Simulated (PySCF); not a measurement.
Species: C7H13NSi.
Z-matrix (Å and degrees, GFN2-xTB geometry), rows numbered from 1:
```
C 
C   1  1.3212
C   2  1.4900  1  124.91
C   3  1.5032  2  111.28  1  -133.55
C   4  1.3213  3  119.68  2  -120.98
C   5  1.5012  4  119.53  3    -0.32
N   6  1.4623  5  110.25  4   118.85
C   7  1.4440  6  112.88  5   165.27
Si  6  1.9191  5  103.64  4     0.51
H   1  1.0781  2  121.66  3     1.27
H   1  1.0769  2  122.14  3  -178.29
H   2  1.0823  1  120.29  3   178.72
H   3  1.0943  2  108.54  1   -13.04
H   4  1.0814  3  117.90  2    58.62
H   5  1.0823  4  122.43  3   179.43
H   6  1.1074  5  108.51  4  -120.33
H   7  1.0178  6  109.39  5    43.07
H   8  1.1023  7  113.52  6   -57.50
H   8  1.0892  7  109.13  6  -178.98
H   8  1.0909  7  108.64  6    62.58
H   9  1.4598  3  112.75  2     4.35
H   9  1.4678  3  111.65  2  -122.33
```

Computed at PBE0/pcSseg-1 (PySCF, non-relativistic), with Q(14N) = 0.02044 b: N7, 14N (I = 1): χzz = -6.004 MHz, η = 0.104.

**Question.** Find the zero-field quadrupole resonance frequencies of 14N at N7.

**Answer.** From ν± = (3/4)|χ|(1 ± η/3) and ν0 = |χ|η/2: ν+ 4.659 MHz, ν− 4.347 MHz, ν0 0.312 MHz (secondary amine nitrogen).

In a crystal, neighbours and librations shift these lines. One conformer (not necessarily the lowest) at the GFN2-xTB geometry, without solvent, vibrations or thermal averaging. GFN2-xTB bond lengths can be off by several hundredths of an ångström, more for odd bonds, and the gradients follow them. With a basis this small, the couplings can be 20 % off.

The run behind these numbers computed NMR shieldings as well. Hardware: Intel Xeon Platinum 8375C at 2.90 GHz, one thread, no GPU, shared host with 128 logical CPUs at a one-minute load of 45. Cost: 52 s, 1.1 GiB resident at most.
